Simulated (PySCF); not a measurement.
C5H5O2S (doublet state).
Numbering: `[OH:1][C:2]([OH:3])[c:4]1[cH:5][cH:6][s:7][cH:8]1` (hydrogens: H9 on O1; H10 on O3; H11 on C5; H12 on C6; H13 on C8)

Structure used (GFN2-xTB), in Å, numbered top down from 1:
```xyz
13
C5H5O2S angstrom
O     -2.331    0.709    0.339
C     -1.355   -0.178   -0.020
O     -1.840   -1.368   -0.439
C      0.004    0.081    0.028
C      1.000   -0.883   -0.359
C      2.257   -0.426   -0.235
S      2.324    1.200    0.356
C      0.610    1.275    0.444
H     -1.934    1.536    0.631
H     -2.804   -1.327   -0.391
H      0.737   -1.865   -0.707
H      3.176   -0.934   -0.453
H      0.151    2.179    0.791
```

The hyperfine couplings belong to this conformer and change with its torsions.

Level of theory: UKS B3LYP, pcH-1 on C H O S, non-relativistic, mean-field spin-orbit, GIAO (PySCF 2.14.0). One conformer (not necessarily the lowest) at the GFN2-xTB geometry, without solvent, vibrations or thermal averaging. A GFN2-xTB geometry isn't a minimum of the functional, and hyperfine couplings can be far from their values at a DFT geometry. Stability of the SCF solution: not tested.

Match the computed a_iso(17O) values -11.7, -9.4 MHz with the sites O1; O3.

```csv
site,a_iso (MHz),ρ(0) (bohr⁻³),position,distance from C2 (Å),spin population,largest |T| (MHz)
O1,-9.4,+0.0155,1 bond from C2,1.37,+0.05,31.3
O3,-11.7,+0.0195,1 bond from C2,1.35,+0.07,38.4
```

The isotropic 13C couplings are +53.6, +44.0, -41.5, -10.4, +8.6 MHz. Assign them to C2; C4; C5; C6; C8.

```
site  a_iso (MHz)  ρ(0) (bohr⁻³)                 position  distance from C2 (Å)  spin population  largest |T| (MHz)
  C2        +53.6        +0.0477  largest spin population                  0.00            +0.50              106.6
  C4        -41.5        -0.0369           1 bond from C2                  1.38            -0.15               14.6
  C5         +8.6        +0.0077          2 bonds from C8                  2.48            +0.08               10.1
  C6        -10.4        -0.0092          2 bonds from C8                  3.63            -0.08               12.1
  C8        +44.0        +0.0390         a main spin site                  2.49            +0.46               76.9
```

ρ(0) is the spin density at the nucleus and T the dipolar tensor; a_iso includes a spin–orbit part. The largest Mulliken spin populations are on C2 (+0.50), C8 (+0.46), C4 (-0.15) and S7 (+0.09). The positive populations add up to 1.25 and the negative ones to -0.25, together 2S = 1. The angles at C2 add up to 360.0°, so it is planar. Main spin sites, with 60 % or more of the largest population: C2, C8; positions count bonds from the nearest.

β density exceeds α density at some nuclei, such as C4 (-0.0369), C6 (-0.0092) and H13 (-0.0068), spin density in bohr⁻³. In a single determinant that takes different orbitals for the two spins, that is spin polarisation.

O1 and O3, with what hangs on them, aren't averaged: C2 is flat or nearly so (angle sum 360°), and its turn about the short C2–C4 bond (1.38 Å) is taken as slow.

C2, the radical centre as drawn in `O[C](O)c1ccsc1`, holds a spin population of +0.50 out of 1.
